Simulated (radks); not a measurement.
Q: Neutral vanadium, 23 electrons, occupied as [Ar] 3d3 4s2 (the NIST ground configuration). Calculated with a radial shooting solver on a logarithmic mesh with Libxc functionals: Dirac Kohn-Sham, PBE, spin-unpolarised, spherical densities, point nucleus; open shells are shared between the two j in proportion to 2j + 1. Some entries of the table are withheld. Estimate them.

orbital,occ.,eigenvalue (eV),r(max) (bohr),<1/r> (bohr^-1)
1s1/2,2,-5363.711,(1),22.84
2s1/2,2,(2),0.2556,4.813
2p1/2,2,-507.7610,0.2066,4.749
2p3/2,4,-500.6617,0.2088,4.683
3s1/2,2,-70.2227,0.8196,1.488
3p1/2,2,-44.5888,0.8407,1.361
3p3/2,4,-43.7571,0.8473,1.347
3d3/2,1.2,(3),0.8911,0.9599
3d5/2,1.8,(4),0.8935,0.9561
4s1/2,2,-4.7018,2.762,0.3880

A: 
(1) 1s1/2 r(max) (bohr): 0.04349
(2) 2s1/2 eigenvalue (eV): -602.4976
(3) 3d3/2 eigenvalue (eV): -5.2048
(4) 3d5/2 eigenvalue (eV): -5.1391
